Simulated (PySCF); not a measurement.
Au(Me)2(acac) (C7H13AuO2), SMILES CC1=CC(C)=[O]->[Au]([CH3])([CH3])[O]1, multiplicity 1.

The structure is a stationary point at B3LYP-D3(BJ)/def2-SVP. The multiplicity is an assumed one; no other spin state was optimised. The isomer is the one that the SMILES or the coordinates give; other isomers of the formula were not compared. The def2 effective core potentials stand for the cores of Au; spin–orbit coupling is left out. One conformer was computed; it need not be the lowest.

Computed with PBE/def2-SVP (PySCF).

Symmetry labels are those of the subgroup C2v that the program uses (full group C2v).

Question: List the valence orbital energies around the gap with their symmetry. (The exact figures need the calculation; the answer reports its results.)

Answer: 
| orbital | symmetry | energy (eV) |
|---|---|---|
| HOMO−7 | A1 | -8.56 |
| HOMO−6 | A1 | -7.71 |
| HOMO−5 | B1 | -7.46 |
| HOMO−4 | A2 | -7.34 |
| HOMO−3 | A1 | -6.96 |
| HOMO−2 | A1 | -6.48 |
| HOMO−1 | B2 | -6.02 |
| HOMO | B1 | -5.49 |
| LUMO | A2 | -1.99 |
| LUMO+1 | B2 | -1.57 |
| LUMO+2 | B1 | 0.31 |
| LUMO+3 | A1 | 0.44 |
